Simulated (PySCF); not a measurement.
**Computed spin Hamiltonian**

Species: C₈H₁₁Si (doublet state).
Geometry (PBE0-D3(BJ)/def2-SVP, Å), atoms numbered from 1 in this order:
```xyz
20
C8H11Si angstrom
C     -0.331    3.173   -0.353
C     -1.019    2.084   -0.103
Si    -0.232    0.374   -0.018
C     -0.933   -0.689   -1.394
C     -1.385   -1.936   -1.212
C     -0.655   -0.401    1.636
C      0.236   -1.042    2.401
C      1.622    0.534   -0.207
C      2.363   -0.303   -0.943
H     -0.496    4.247   -0.463
H     -2.111    2.157    0.064
H     -0.958   -0.269   -2.409
H     -1.776   -2.543   -2.037
H     -1.381   -2.407   -0.222
H     -1.692   -0.337    1.995
H     -0.036   -1.495    3.362
H      1.285   -1.141    2.097
H      2.128    1.349    0.327
H      1.909   -1.132   -1.498
H      3.451   -0.201   -1.028
```

The hyperfine couplings belong to this conformer and change with its torsions.

As a line formula: `[H]/[C]=C/[Si](C=C)(C=C)C=C` [radical].

Level of theory: UKS B3LYP, IGLO-III on C Si, pcH-1 on H, non-relativistic, mean-field spin-orbit, GIAO in PySCF 2.14.0. One conformer (not necessarily the lowest) at the PBE0-D3(BJ)/def2-SVP geometry, without solvent, vibrations or thermal averaging. Stability of the SCF solution: not tested.

- g1, g2, g3: 2.00140, 2.00220, 2.00267
- g_iso: 2.00209
- Form of g: rhombic: the two nearest values differ by 37 % of g3 − g1
- ⟨S²⟩: 0.7593 (exact 0.7500)
- HOMO–LUMO gap, α and β orbitals: 5.19, 5.23 eV
- Basis functions: 434

Hyperfine couplings atom by atom, in MHz; T1 to T3 are the principal values of the dipolar part:

```json
{"atom": "C1", "isotope": "13C", "a_iso": "319.1", "of which spin–orbit": "-0.2", "T1": "-77.2", "T2": "-55.6", "T3": "132.8", "Mulliken spin population": "0.97"}
{"atom": "C2", "isotope": "13C", "a_iso": "20.6", "of which spin–orbit": "0.0", "T1": "-17.8", "T2": "4.4", "T3": "13.4", "Mulliken spin population": "-0.13"}
{"atom": "Si3", "isotope": "29Si", "a_iso": "-68.8", "of which spin–orbit": "0.1", "T1": "-14.3", "T2": "7.0", "T3": "7.3", "Mulliken spin population": "0.03"}
{"atom": "C4", "isotope": "13C", "a_iso": "-0.8", "of which spin–orbit": "0.0", "T1": "-0.4", "T2": "-0.3", "T3": "0.6", "Mulliken spin population": "0.00"}
{"atom": "C5", "isotope": "13C", "a_iso": "0.9", "of which spin–orbit": "0.0", "T1": "-0.2", "T2": "-0.1", "T3": "0.3", "Mulliken spin population": "0.00"}
{"atom": "C6", "isotope": "13C", "a_iso": "-0.1", "of which spin–orbit": "0.0", "T1": "-0.6", "T2": "-0.3", "T3": "0.9", "Mulliken spin population": "0.00"}
{"atom": "C7", "isotope": "13C", "a_iso": "0.6", "of which spin–orbit": "0.0", "T1": "-0.4", "T2": "0.0", "T3": "0.4", "Mulliken spin population": "0.00"}
{"atom": "C8", "isotope": "13C", "a_iso": "-0.6", "of which spin–orbit": "0.0", "T1": "-1.0", "T2": "-0.1", "T3": "1.1", "Mulliken spin population": "0.00"}
{"atom": "C9", "isotope": "13C", "a_iso": "-0.2", "of which spin–orbit": "0.0", "T1": "-0.4", "T2": "-0.2", "T3": "0.6", "Mulliken spin population": "0.00"}
{"atom": "H10", "isotope": "1H", "a_iso": "69.7", "of which spin–orbit": "0.0", "T1": "-30.1", "T2": "-7.4", "T3": "37.5", "Mulliken spin population": "0.02"}
{"atom": "H11", "isotope": "1H", "a_iso": "206.4", "of which spin–orbit": "0.0", "T1": "-4.3", "T2": "-2.2", "T3": "6.6", "Mulliken spin population": "0.10"}
{"atom": "H12", "isotope": "1H", "a_iso": "-0.1", "of which spin–orbit": "0.0", "T1": "-1.1", "T2": "-1.0", "T3": "2.1", "Mulliken spin population": "0.00"}
{"atom": "H13", "isotope": "1H", "a_iso": "0.7", "of which spin–orbit": "0.0", "T1": "-0.4", "T2": "-0.3", "T3": "0.7", "Mulliken spin population": "0.00"}
{"atom": "H14", "isotope": "1H", "a_iso": "0.2", "of which spin–orbit": "0.0", "T1": "-0.5", "T2": "-0.4", "T3": "0.9", "Mulliken spin population": "0.00"}
{"atom": "H15", "isotope": "1H", "a_iso": "0.0", "of which spin–orbit": "0.0", "T1": "-1.0", "T2": "-0.6", "T3": "1.6", "Mulliken spin population": "0.00"}
{"atom": "H16", "isotope": "1H", "a_iso": "0.7", "of which spin–orbit": "0.0", "T1": "-0.5", "T2": "-0.4", "T3": "0.8", "Mulliken spin population": "0.00"}
{"atom": "H17", "isotope": "1H", "a_iso": "0.3", "of which spin–orbit": "0.0", "T1": "-0.7", "T2": "-0.4", "T3": "1.0", "Mulliken spin population": "0.00"}
{"atom": "H18", "isotope": "1H", "a_iso": "1.6", "of which spin–orbit": "0.0", "T1": "-3.4", "T2": "-2.6", "T3": "6.0", "Mulliken spin population": "0.00"}
{"atom": "H19", "isotope": "1H", "a_iso": "0.9", "of which spin–orbit": "0.0", "T1": "-0.8", "T2": "-0.6", "T3": "1.4", "Mulliken spin population": "0.00"}
{"atom": "H20", "isotope": "1H", "a_iso": "0.6", "of which spin–orbit": "0.0", "T1": "-0.7", "T2": "-0.6", "T3": "1.3", "Mulliken spin population": "0.00"}
```

Largest spin populations (Mulliken): C1 (+0.97), C2 (-0.13) and H11 (+0.10). No atom but C1 exceeds +0.15. The positive populations add up to 1.13 and the negative ones to -0.13, together 2S = 1.

Axes: g2 points within 9° of the C2–H11 bond.

Under fast tumbling the dipolar parts average out, and these isotropic splittings remain: 1 × 1H (H11, I = 1/2, 2 lines) with 7.37 mT and 1 × 1H (H10, I = 1/2, 2 lines) with 2.49 mT.

The 13C coupling of C1 (319.1 MHz) shows only in satellite lines or after enrichment, since that isotope makes up about 1.07 % of natural carbon.

The 29Si coupling of Si3 (-68.8 MHz) shows only in satellite lines or after enrichment, since that isotope makes up about 4.7 % of natural silicon.

Time: 5.7 min wall. Hardware: x86-64 server, one thread, shared host.
